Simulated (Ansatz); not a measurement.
Input for Ansatz (development build ahead of 0.2.0):

```yaml
crystal:
  periodic: [false, false, false]
  atoms:
    - { symbol: H, position_ang: [1.6261, -0.00702, 0.00186] }
    - { symbol: H, position_ang: [1.30814, 0.95593, -0.00864] }
    - { symbol: H, position_ang: [0.50985, 1.53728, -0.00283] }
    - { symbol: H, position_ang: [-0.50167, 1.53838, -0.0038] }
    - { symbol: H, position_ang: [-1.31797, 0.95678, 0.0046] }
    - { symbol: H, position_ang: [-1.61912, 0.00501, 0.00946] }
    - { symbol: H, position_ang: [-1.30463, -0.94946, 0.00288] }
    - { symbol: H, position_ang: [-0.51051, -1.53308, -0.0033] }
    - { symbol: H, position_ang: [0.5016, -1.54852, -0.00539] }
    - { symbol: H, position_ang: [1.30592, -0.95469, -0.00167] }
basis:
  gaussian: { orbitals: def2-SVP }
hamiltonian:
  xc: hf
```

The input is written out in the form of the current development build from the run's settings.

Results

```json
{
  "Converged": "yes",
  "Total energy": "-5.39363 hartree",
  "Spin squared of the determinant": "0.000"
}
```

Caution: stretched shape with no unrestricted run beside it, a lower state can exist.
